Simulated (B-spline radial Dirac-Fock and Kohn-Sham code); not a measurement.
# X-ray form factors of copper in several charge states

Level of theory: relativistic Hartree-Fock (Dirac-Fock) wave functions, averaged over the configuration; a radial finite-basis atomic code.

Configurations: Cu¹⁷⁺ [Ne] 3s2; Cu¹⁹⁺ [He] 2s2 2p6; Cu²⁰⁺ [He] 2s2 2p5. The first column is f₀ of Cu¹⁷⁺, the others are differences from it.

```
s (Å⁻¹)   Cu¹⁷⁺  Δ Cu¹⁹⁺  Δ Cu²⁰⁺
      0  12.000   -2.000   -3.000
    0.1  11.910   -1.942   -2.938
    0.2  11.651   -1.777   -2.759
    0.3  11.249   -1.528   -2.488
    0.4  10.741   -1.230   -2.160
    0.5  10.168   -0.918   -1.812
    0.7   8.978   -0.376   -1.181
    0.9   7.880   -0.049   -0.749
    1.1   6.933   +0.068   -0.524
    1.4   5.728   +0.030   -0.408
```

Values without a named source are computed, but for edge energies of neutral atoms, which are taken from tables.
